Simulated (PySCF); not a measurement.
From computed data to an observable: oscillator strength and radiative lifetime

C₃H₅BO₂, SMILES CC#CB(O)O.

Coordinates come from a PBE-D3(BJ)/def2-SVP optimisation. The values are those of a single conformer.

TDDFT-PBE/def2-SVPD run with PySCF 2.14.0 puts the first singlet state with f over 0.02 at 5.80 eV (vertical), with the transition dipole (0.604, 0.107, -0.060) in atomic units.

Question: Find the oscillator strength, the wavelength and the radiative lifetime that this transition would have in vacuum if emission retraced absorption.

Answer: 
|μ|² = 0.3799 au, so |μ| = 1.57 D. ΔE = 5.80/27.211 = 0.2131 hartree. f = (2/3) ΔE |μ|² = 0.054 (the program prints 0.054).
λ = 1239.84/5.80 = 214 nm; ν = 46780 cm⁻¹.
Einstein's coefficient A = 0.6670 ν² f s⁻¹ (ν in cm⁻¹) = 7.9e7 s⁻¹, so τ = 1/A = 13 ns. This state is S2; the lower singlet has f = 0.000. The figure is the radiative limit of this one transition; relaxation, internal conversion, crossing to triplets and a medium change what is measured.
